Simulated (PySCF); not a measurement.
**Krypton: a sound run and one with changed settings**

Sound run: Kr [Kr], Kr⁺ [Ar] 3d10 4s2 4p5. All numbers are calculated (PySCF 2.14, scalar relativity by spin-free X2C-1e, in cc-pVDZ-DK). In the sound run the correlated levels freeze [Ar] 3d10. The sound run starts from symmetry-adapted Hartree-Fock orbitals and uses a fine grid where one is needed.

A second run was set up differently.

```tsv
species	method	sound run (hartree)	changed run (hartree)	converged
Kr	MP2	-2788.17040	-2788.14768	yes
Kr	CCSD(T)	-2788.18102	-2788.15675	yes
Kr⁺	MP2	-2787.66295	-2787.63310	yes
Kr⁺	CCSD(T)	-2787.67757	-2787.64276	yes
```

Ionisation energy of Kr:

```tsv
method	sound run (eV)	changed run (eV)
UHF	13.157	13.157
MP2	13.808	14.003
SCS-MP2	13.731	13.962
CCSD	13.700	13.983
CCSD(T)	13.700	13.986
```

(1) What was changed?
A. basis contracted for another Hamiltonian
B. a valence shell is frozen
C. level shift left on
D. all electrons correlated in a valence basis

Results:

(1) B. Freezing a valence shell removes pair correlation that changes on ionisation.
